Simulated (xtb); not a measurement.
C₅H₁₄NSi, doublet, geometry from GFN2-xTB, atoms displaced at random by about 0.1 Å a coordinate; GFN2-xTB (xtb).

Input for xtb:
```
$ xtb mol.xyz --gfn 2 --uhf 1 --opt --input xcontrol --json

# file mol.xyz
21

C      1.86344395    -0.49288399     1.01401609
N      1.16658997     0.14435253     0.01676034
C      2.03149917     0.49118483    -1.18669086
Si    -0.44709625    -0.03970576     0.08214241
C     -1.22957570     1.22753991    -1.22579617
C     -0.99161570     0.45738456     1.64537958
C     -1.25385750    -1.63440871    -0.36739610
H      1.41623227    -0.79263203     2.04072264
H      3.09607323    -0.27541957     1.08569302
H      2.81087351     1.28798193    -0.79984847
H      1.51053247     1.17080326    -1.97141714
H      2.45024404    -0.17720052    -1.52937665
H     -0.80169331     2.29839765    -1.07676340
H     -1.03006947     0.79095396    -2.26053892
H     -2.30808495     1.53892376    -1.25246427
H     -0.90406711    -0.39271214     2.60756871
H     -2.10695218     0.67019779     1.72338128
H     -0.79640702     1.41400271     2.25140147
H     -1.01059742    -2.18710836    -1.35809410
H     -0.64618159    -2.48479380     0.21343055
H     -2.37081245    -1.81630442    -0.48364129

# file xcontrol
$opt
  engine=lbfgs
$end
```

What the program printed (banner, timings and long lists left out):

```
   ID    Z sym.   atoms
    1    6 C      1, 3, 5-7
    2    7 N      2
    3   14 Si     4
    4    1 H      8-21

           -------------------------------------------------
          |                Calculation Setup                |
           -------------------------------------------------

           -------------------------------------------------
          |                 G F N 2 - x T B                 |
           -------------------------------------------------

          ...................................................
          :                      SETUP                      :
          :.................................................:
          :  # basis functions                  48          :
          :  # atomic orbitals                  47          :
          :  # shells                           29          :
          :  # electrons                        43          :
          :  max. iterations                   250          :
          :  Hamiltonian                  GFN2-xTB          :
          :  restarted?                      false          :
          :  GBSA solvation                  false          :
          :  PC potential                    false          :
          :  electronic temp.          300.0000000     K    :
          :  accuracy                    1.0000000          :
          :  -> integral cutoff          0.2500000E+02      :
          :  -> integral neglect         0.1000000E-07      :
          :  -> SCF convergence          0.1000000E-05 Eh   :
          :  -> wf. convergence          0.1000000E-03 e    :
          :  Broyden damping             0.4000000          :
          :  net charge                          0          :
          :  unpaired electrons                  1          :
          ...................................................

 iter      E             dE          RMSdq      gap      omega  full diag
   1    -22.4524399 -0.224524E+02  0.340E+00    3.91       0.0  T
   2    -22.5514031 -0.989632E-01  0.259E+00    2.69       1.0  T
   3    -22.5765522 -0.251491E-01  0.156E+00    3.64       1.0  T
   4    -22.5705599  0.599228E-02  0.809E-01    3.08       1.0  T
   5    -22.5803606 -0.980061E-02  0.311E-01    3.32       1.0  T
   6    -22.5805027 -0.142174E-03  0.183E-01    3.39       1.0  T
   7    -22.5805943 -0.916043E-04  0.584E-02    3.41       1.0  T
   8    -22.5805965 -0.215687E-05  0.286E-02    3.41       1.0  T
[...]
         :: total energy             -22.240696570380 Eh    ::
 * total energy  :   -22.3779845 Eh     change       -0.1372879E+00 Eh
 * total energy  :   -22.4186624 Eh     change       -0.4067797E-01 Eh
 * total energy  :   -22.4223416 Eh     change       -0.3679123E-02 Eh
 * total energy  :   -22.4242541 Eh     change       -0.1912549E-02 Eh
 * total energy  :   -22.4245784 Eh     change       -0.3242761E-03 Eh
 * total energy  :   -22.4247424 Eh     change       -0.1640304E-03 Eh
 * total energy  :   -22.4247920 Eh     change       -0.4963349E-04 Eh
 * total energy  :   -22.4248180 Eh     change       -0.2600343E-04 Eh
 * total energy  :   -22.4248346 Eh     change       -0.1655247E-04 Eh
 * total energy  :   -22.4248406 Eh     change       -0.5956516E-05 Eh
 * total energy  :   -22.4248432 Eh     change       -0.2620421E-05 Eh
   *** GEOMETRY OPTIMIZATION CONVERGED AFTER 11 CYCLES ***
         :: total energy             -22.424843177841 Eh    ::
[...]
 ---------------------------------------------------------------------------
     1   6 C    3.404 --     2 N    1.341     8 H    0.986     9 H    0.980
     2   7 N    3.479 --     1 C    1.341     3 C    1.029     4 Si   0.973
     3   6 C    3.981 --     2 N    1.029    11 H    0.987    10 H    0.977
                            12 H    0.976
     4  14 Si   3.712 --     2 N    0.973     7 C    0.885     6 C    0.879
                             5 C    0.872
     5   6 C    3.979 --    15 H    0.995    14 H    0.992    13 H    0.990
                             4 Si   0.872
     6   6 C    3.981 --    17 H    0.993    16 H    0.991    18 H    0.987
                             4 Si   0.879
     7   6 C    3.981 --    21 H    0.988    20 H    0.986    19 H    0.985
                             4 Si   0.885
     8   1 H    1.000 --     1 C    0.986
     9   1 H    1.000 --     1 C    0.980
    10   1 H    0.998 --     3 C    0.977
    11   1 H    0.998 --     3 C    0.987
    12   1 H    0.998 --     3 C    0.976
    13   1 H    0.999 --     5 C    0.990
    14   1 H    0.999 --     5 C    0.992
    15   1 H    0.999 --     5 C    0.995
    16   1 H    0.999 --     6 C    0.991
    17   1 H    0.999 --     6 C    0.993
    18   1 H    0.999 --     6 C    0.987
    19   1 H    0.999 --     7 C    0.985
    20   1 H    0.999 --     7 C    0.986
    21   1 H    0.999 --     7 C    0.988
 ---------------------------------------------------------------------------

Topologies differ in total number of bonds
Writing topology from bond orders to xtbtopo.mol

molecular dipole:
                 x           y           z       tot (Debye)
 q only:       -0.178       0.101      -0.368
   full:       -0.175       0.173      -0.364       1.116
molecular quadrupole (traceless):
                xx          xy          yy          xz          yz          zz
 q only:       -0.197       1.326       0.179      -2.358       0.075       0.019
  q+dip:        0.123       1.817      -0.187      -2.142       0.359       0.064
   full:        0.383       1.534      -0.750      -2.281      -0.199       0.366

optimized geometry written to: xtbopt.xyz

           -------------------------------------------------
          | TOTAL ENERGY              -22.424843177841 Eh   |
          | GRADIENT NORM               0.000713308197 Eh/α |
          | HOMO-LUMO GAP               3.233068040102 eV   |
           -------------------------------------------------
```
